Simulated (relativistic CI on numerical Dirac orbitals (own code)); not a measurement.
# Forbidden lines of Te⁹⁺

These numbers are calculated, not measured: Dirac-Coulomb-Breit CI, KLI orbitals optimised for each configuration, a model potential for QED, unscaled Slater integrals (own radial code, finite nucleus).

Configurations in the expansion (outside the closed core [Ar] 3d10): 4s2.4p6.4d7, 4s2.4p5.4d8, 4s2.4p6.4d6.4f, 4s2.4p6.4d6.5s, 4s2.4p6.4d6.5p, 4s.4p6.4d8, 4s2.4p5.4d7.4f, 4s2.4p6.4d5.5s.5p, 4s2.4p6.4d6.5d, 4s2.4p6.4d5.4f.5s, 4s2.4p6.4d6.6s, 4s2.4p6.4d6.6p, 4s.4p6.4d7.4f, 4s2.4p6.4d6.5f, 4s2.4p5.4d7.5s, 4s2.4p6.4d6.6d, 4s2.4p6.4d6.7s, 4s2.4p6.4d6.7p, 4s2.4p6.4d6.6f, 4s2.4p6.4d6.7f, 4s2.4p5.4d7.6s, 4p6.4d8.4f, 4s2.4p6.4d5.5s2, 4s2.4p6.4d4.4f.5s2, 4s2.4p6.4d4.5s2.5p, 4s2.4p5.4d5.4f.5s2, 4p6.4d9, 4p5.4d10, 4p5.4d9.4f. Double excitations out of closed p, d and f shells are left out; levels of such configurations are missing from the list, as are those of other unlisted configurations, and high levels can miss mixing partners. These lack a partner that the ground configuration has and come out too high: 4s2.4p5.4d7.5s, 4s2.4p5.4d7.6s.

```tsv
λ vac (nm)	Lower	Upper	Type	A (s⁻¹)	gf	Branching (%)
20.603	4s2.4p6.4d7 4F_9/2 [1]	4s2.4p6.4d6.5s 6D_5/2 [22]	E2	1.65e+04	6.28e-07	37.1
20.724	4s2.4p6.4d7 4F_9/2 [1]	4s2.4p6.4d6.5s 6D_7/2 [21]	E2	3.39e+04	1.75e-06	57.0
20.930	4s2.4p6.4d7 4F_7/2 [2]	4s2.4p6.4d6.5s 6D_3/2 [23]	E2	1.00e+04	2.63e-07	21.0
20.975	4s2.4p6.4d7 4F_9/2 [1]	4s2.4p6.4d6.5s 6D_9/2 [20]	E2	2.26e+04	1.49e-06	78.1
21.029	4s2.4p6.4d7 4F_7/2 [2]	4s2.4p6.4d6.5s 6D_5/2 [22]	E2	1.45e+04	5.79e-07	32.8
21.139	4s2.4p6.4d7 4F_5/2 [3]	4s2.4p6.4d6.5s 6D_3/2 [23]	E2	1.97e+04	5.29e-07	41.5
21.249	4s2.4p6.4d7 4F_3/2 [4]	4s2.4p6.4d6.5s 6D_3/2 [23]	E2	7.27e+03	1.97e-07	15.3
21.418	4s2.4p6.4d7 4F_7/2 [2]	4s2.4p6.4d6.5s 6D_9/2 [20]	E2	2.32e+03	1.60e-07	8.0
21.645	4s2.4p6.4d7 4P_3/2 [5]	4s2.4p6.4d6.5s 6D_3/2 [23]	E2	6.25e+03	1.76e-07	13.2
21.751	4s2.4p6.4d7 4P_3/2 [5]	4s2.4p6.4d6.5s 6D_5/2 [22]	E2	1.60e+03	6.82e-08	3.6
21.813	4s2.4p6.4d7 4P_5/2 [7]	4s2.4p6.4d6.5s 6D_3/2 [23]	E2	1.40e+03	3.99e-08	2.9
21.887	4s2.4p6.4d7 4P_3/2 [5]	4s2.4p6.4d6.5s 6D_7/2 [21]	E2	2.78e+03	1.60e-07	4.7
21.921	4s2.4p6.4d7 4P_5/2 [7]	4s2.4p6.4d6.5s 6D_5/2 [22]	E2	8.35e+03	3.61e-07	18.8
22.036	4s2.4p6.4d7 4P_1/2 [8]	4s2.4p6.4d6.5s 6D_3/2 [23]	E2	1.87e+03	5.46e-08	3.9
22.059	4s2.4p6.4d7 4P_5/2 [7]	4s2.4p6.4d6.5s 6D_7/2 [21]	E2	2.15e+04	1.25e-06	36.1
22.146	4s2.4p6.4d7 4P_1/2 [8]	4s2.4p6.4d6.5s 6D_5/2 [22]	E2	2.50e+03	1.10e-07	5.6
22.343	4s2.4p6.4d7 4P_5/2 [7]	4s2.4p6.4d6.5s 6D_9/2 [20]	E2	3.49e+03	2.61e-07	12.0
133.61	4s2.4p6.4d7 2G_9/2 [6]	4s2.4p6.4d7 2D_5/2 [19]	E2	3.15e+01	5.06e-08	7.5
134.19	4s2.4p6.4d7 4P_5/2 [7]	4s2.4p6.4d7 2D_5/2 [19]	M1	1.34e+02	2.17e-07	31.7
188.16	4s2.4p6.4d7 2D_5/2 [12]	4s2.4p6.4d7 2D_3/2 [18]	M1	1.28e+02	2.71e-07	34.0
216.10	4s2.4p6.4d7 4F_5/2 [3]	4s2.4p6.4d7 2D_3/2 [15]	M1	7.59e+01	2.13e-07	37.8
233.60	4s2.4p6.4d7 2F_5/2 [16]	4s2.4p6.4d7 2D_5/2 [19]	M1	7.76e+01	3.81e-07	18.4
266.35	4s2.4p6.4d7 2G_9/2 [6]	4s2.4p6.4d7 2F_7/2 [17]	M1	2.88e+01	2.45e-07	32.5
272.28	4s2.4p6.4d7 4F_7/2 [2]	4s2.4p6.4d7 2D_5/2 [12]	M1	1.64e+02	1.10e-06	80.3
346.46	4s2.4p6.4d7 4F_9/2 [1]	4s2.4p6.4d7 2G_9/2 [6]	M1	6.31e+01	1.14e-06	90.5
355.72	4s2.4p6.4d7 4F_7/2 [2]	4s2.4p6.4d7 2G_7/2 [9]	M1	2.01e+01	3.05e-07	45.7
501.64	4s2.4p6.4d7 2G_9/2 [6]	4s2.4p6.4d7 2H_9/2 [13]	M1	4.33e+01	1.63e-06	61.8
551.75	4s2.4p6.4d7 4P_3/2 [11]	4s2.4p6.4d7 2D_3/2 [15]	M1	5.84e+01	1.07e-06	29.1
585.43	4s2.4p6.4d7 4P_3/2 [5]	4s2.4p6.4d7 4P_3/2 [11]	M1	4.07e+01	8.37e-07	33.7
1015.5	4s2.4p6.4d7 4F_9/2 [1]	4s2.4p6.4d7 4F_7/2 [2]	M1	3.05e+01	3.78e-06	100.0
```

Terms are leading LS components. Brackets give the number of a level in order of energy, since labels repeat. The list gives strong lines, with weight on those to low levels, among the lowest 400 of 9130 levels, so that lines to higher ones, which can be the strongest, are missing. Levels whose partners in the same complex of configurations lie outside the list can be far off, and so can their lines. Rates are taken at the computed energies, electric ones in the length gauge.

At this charge energies of transitions that change n are usually good to better than 1 %, and those within a shell (Δn = 0) to a few per cent. Terms inside the open d or f shell come out 10 to 20 % too wide with unscaled integrals. Levels and lines within the n = 5 or 6 shells can be off by up to 10 % or somewhat more, and those that change n by about 2 %, since core polarisation is missing.

**Question.** From the table, what is the radiative lifetime of 4s2.4p6.4d6.5s 6D_3/2?

**Answer.** The listed rates from this level add up to about 4.65e+04 s⁻¹, 98 % of its decay; with all channels τ = 2.10e-05 s.

LS names give the leading component of a level, which can be under half, so a name can repeat, a term be missing and a line seem to break the LS rules.
